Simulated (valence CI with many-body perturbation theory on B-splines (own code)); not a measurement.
## E1 line list for Ru³⁰⁺

Method: configuration interaction combined with many-body perturbation theory (CI+MBPT): four valence electrons over a frozen Dirac-Fock core [Ne], radial functions for each j: 11 s, 11 p, 10 d, 8 f, 5 g, 2 h, with the one-electron correlation potential Σ1 (screened to all orders), the two-electron term Σ2, the three-electron term Σ3, Breit, model QED; selected single and double excitations, second order for the rest, scaled by the run's own slope (own B-spline code, finite nucleus).

The last digits are not significant, and no measured levels were compared; by estimate large intervals hold to a few tenths of a per cent, small ones and those within an open d or f shell to about a per cent. Among the levels kept, up to 710 cm⁻¹ of a level comes from second order outside the variational space, and about a tenth of that is noise between levels of different J, which matters for small intervals.

Lines 151 to 200 of 547 in falling wavelength, among levels below 408.77 eV, chosen from the strongest by gf and those to the six lowest levels. Wavelengths and rates use the calculated energies. Electric multipoles are in the length gauge with retardation, E1 and E2 with the static RPA response of the core. Weak lines are less certain than strong ones. Lines between different terms over intervals too small for the method are left out, as are lines whose strength nearly cancels. Where a level lies close to another of its J and parity, the split of strength between their lines is uncertain. The highest levels of a list are the least certain.

Names give the largest LS component (configuration and term), which can be under half, so a name can repeat, a term be missing and a line seem to break the LS rules; names also repeat where a configuration has a term twice. Letters in brackets count levels of one name in rising energy.

```tsv
λ vac (nm)	Upper	Lower	A (s⁻¹)	S (a.u.)
10.23	3p3 3d 5D°_4	3s 3p2 3d 5F_3 [a]	2.02e+10	9.62e-02
10.22	3s 3p 3d2 5P°_3 [a]	3s 3p2 3d 3F_2 [e]	1.35e+10	4.97e-02
10.22	3s 3p 3d2 3F°_4 [b]	3s 3p2 3d 3G_5	9.01e+09	4.27e-02
10.19	3p3 3d 3D°_2 [b]	3s 3p2 3d 3P_2 [a]	2.29e+10	5.99e-02
10.19	3s2 3p 3d 3P°_1 [a]	3s2 3p2 3P_2	2.26e+10	3.55e-02
10.19	3s 3p 3d2 3F°_4 [a]	3s 3p2 3d 3F_3 [a]	4.47e+10	2.10e-01
10.19	3s 3p 3d2 5G°_2 [b]	3s 3p2 3d 5D_1	2.54e+10	6.63e-02
10.18	3s 3p 3d2 5P°_3 [b]	3s 3p2 3d 3D_2 [a]	9.65e+09	3.52e-02
10.18	3s 3p 3d2 5D°_3 [a]	3s 3p2 3d 5P_3	1.32e+10	4.82e-02
10.18	3s 3p 3d2 5D°_4 [a]	3s 3p2 3d 5D_3	1.15e+10	5.39e-02
10.17	3s 3p 3d2 5P°_3 [b]	3s 3p2 3d 3F_3 [b]	1.25e+10	4.56e-02
10.16	3s 3p2 3d 5D_3	3s 3p3 3D°_3	1.93e+10	7.01e-02
10.16	3s 3p2 3d 3D_3 [e]	3s2 3p 3d 3D°_2 [b]	8.96e+09	3.25e-02
10.15	3p3 3d 1F°_3	3s 3p2 3d 3P_2 [b]	1.80e+10	6.52e-02
10.13	3s 3p2 3d 3D_2 [c]	3s2 3p 3d 3D°_3	4.20e+10	1.08e-01
10.13	3p3 3d 1G°_4	3s 3p2 3d 5P_3	1.58e+10	7.31e-02
10.12	3s 3p2 3d 1F_3	3s2 3p 3d 1F°_3	1.11e+11	3.98e-01
10.12	3p3 3d 3F°_3 [b]	3s 3p2 3d 3G_4	4.48e+10	1.61e-01
10.12	3s 3p 3d2 3H°_4	3s 3p2 3d 3G_3	7.21e+10	3.32e-01
10.11	3s 3p 3d2 5D°_3 [b]	3s 3p2 3d 1G_4	1.82e+10	6.49e-02
10.08	3s2 3p 3d 3F°_2 [b]	3s2 3p2 3P_1	8.30e+09	2.10e-02
10.08	3s 3p 3d2 5G°_3 [b]	3s 3p2 3d 3F_2 [a]	1.20e+10	4.24e-02
10.06	3p3 3d 3F°_3 [a]	3s 3p2 3d 5F_2	2.42e+10	8.51e-02
10.05	3p3 3d 3F°_4 [b]	3s 3p2 3d 5D_4	8.39e+09	3.78e-02
10.05	3s2 3p 3d 3D°_2 [b]	3s2 3p2 3P_2	4.50e+09	1.13e-02
10.04	3p3 3d 5D°_3	3s 3p2 3d 5F_4	2.12e+10	7.43e-02
10.04	3s 3p2 3d 5P_3	3s 3p3 3D°_2	1.32e+10	4.64e-02
10.04	3s 3p 3d2 3F°_4 [c]	3s 3p2 3d 3G_5	4.22e+10	1.90e-01
10.04	3s 3p2 3d 3P_2 [b]	3s2 3p 3d 3D°_1	1.45e+10	3.63e-02
10.03	3s 3p2 3d 5F_3 [a]	3s 3p3 5S°_2	1.35e+10	4.71e-02
10.03	3p3 3d 1G°_4	3s 3p2 3d 5F_5	9.43e+09	4.23e-02
10.03	3s 3p2 3d 3G_3	3s2 3p 3d 3F°_2 [a]	6.26e+10	2.18e-01
10.03	3s 3p2 3d 3D_2 [c]	3s2 3p 3d 3D°_2 [b]	1.23e+10	3.06e-02
10.03	3p3 3d 3G°_5	3s 3p2 3d 5D_4	2.15e+10	1.18e-01
10.02	3s2 3d2 3P_2 [a]	3s2 3p 3d 1F°_3	1.21e+10	3.00e-02
10.02	3s2 3p 3d 3F°_3	3s2 3p2 1D_2	2.51e+10	8.71e-02
10.02	3s 3p 3d2 5F°_4	3s 3p2 3d 3F_3 [a]	1.96e+10	8.73e-02
10.01	3s 3p 3d2 5P°_3 [b]	3s 3p2 3d 3F_2 [e]	4.04e+10	1.40e-01
10.01	3s 3p 3d2 3F°_2 [b]	3s 3p2 3d 3D_2 [b]	1.27e+10	3.13e-02
10.01	3s 3p2 3d 3F_3 [b]	3s2 3p 3d 3F°_3	5.95e+10	2.06e-01
10.01	3p3 3d 3D°_1 [a]	3s 3p2 3d 5D_0 [a]	1.97e+10	2.92e-02
9.996	3s 3p 3d2 5D°_3 [a]	3p4 1D_2	1.08e+10	3.71e-02
9.993	3s 3p 3d2 3D°_3	3s 3p2 3d 3D_3 [b]	9.32e+09	3.21e-02
9.990	3s 3p 3d2 5F°_3	3s 3p2 3d 5P_2	1.30e+10	4.47e-02
9.990	3s 3p2 3d 1P_1 [b]	3s2 3p 3d 3D°_1	3.48e+10	5.13e-02
9.984	3s 3p2 3d 3F_2 [b]	3s 3p3 3D°_1	2.44e+10	6.00e-02
9.981	3s 3p2 3d 1P_1 [a]	3s2 3p 3d 3F°_2 [a]	6.94e+10	1.02e-01
9.968	3s 3p 3d2 3G°_3 [c]	3s 3p2 3d 3F_3 [a]	2.22e+10	7.58e-02
9.965	3s 3p 3d2 5G°_5	3s 3p2 3d 5F_5	1.73e+10	9.29e-02
9.943	3s2 3p 3d 3D°_3	3s2 3p2 3P_2	1.27e+10	4.31e-02
```
